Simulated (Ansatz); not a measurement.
CH4BFO (`BOCF`) at its PBE0-D4/def2-TZVP geometry, where that method's forces vanish. Total charge 0; spin multiplicity 1.

```xyz
8

B     0.7098    0.0880   -1.1464
O     0.7123   -0.0120    0.1996
C    -0.4719   -0.1314    0.9153
F    -0.7776    1.0779    1.4650
H    -0.3288    0.0240   -1.7455
H     1.7692    0.2245   -1.6786
H    -1.2994   -0.4278    0.2623
H    -0.3136   -0.8431    1.7283
```

Task: What forces (eV/Å) does r2SCAN-D4/def2-TZVPP give on these atoms in Ansatz 0.2.0? (Estimate.)

Result: Computed: 
```
B1   0.018  0.023 -0.217
O2   0.282  0.033 -0.014
C3  -0.237 -0.362  0.058
F4  -0.056  0.310  0.125
H5   0.025  0.000  0.024
H6  -0.030 -0.005  0.026
H7  -0.011  0.000 -0.007
H8   0.009  0.002  0.006
```
